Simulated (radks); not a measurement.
Results of a calculation; reference values are marked as such.
Task: Species: Si V. Configuration: [He] 2s2 2p5 4d1 (not the ground configuration). Level of theory: non-relativistic Kohn-Sham, BLYP, spin-unpolarised, spherical densities, point nucleus (a radial shooting solver on a logarithmic mesh with Libxc functionals). Some entries of the table are withheld. Estimate them.

orbital  occ.  eigenvalue (hartree)  <r^2> (bohr^2)
1s          2             -69.05781             (1)
2s          2                   (2)             (3)
2p          5              -6.57849          0.3210
4d          1              -0.75359           17.17

Result: 
(1) 1s <r^2> (bohr^2): 0.01674
(2) 2s eigenvalue (hartree): -8.10633
(3) 2s <r^2> (bohr^2): 0.3599
